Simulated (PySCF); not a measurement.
C3H5Cl2F, SMILES FC(CC)(Cl)Cl. Geometry optimised at ωB97X-D3(BJ)/def2-SVP. Other conformers were not sampled.

Level of theory: ωB97X-D3(BJ)/def2-SVP (PySCF 2.14.0).

Harmonic wavenumbers (cm⁻¹): 116, 208, 226, 267, 345, 387, 411, 460, 630, 798, 875, 977, 1025, 1117, 1152, 1224, 1308, 1380, 1419, 1462, 1477, 1494, 3083, 3106, 3168, 3181, 3188. Rotational constants (GHz): 2.723, 1.903, 1.485; symmetry number 1.

Task: Work out the zero-point energy and the ideal-gas rigid-rotor harmonic-oscillator thermochemistry at 298.15 K and 1 atm.

Result: ZPE = ½ Σ hcν = ½ × 34482 cm⁻¹ = 49.29 kcal/mol. H − E(el) = 54.14 kcal/mol. Entropy in cal/(mol K): translation 40.52, rotation 28.13, vibration 13.85, total 82.50. G − E(el) = 29.54 kcal/mol. Cp = 25.33 cal/(mol K). Modes under 150 cm⁻¹ make the vibrational entropy uncertain.
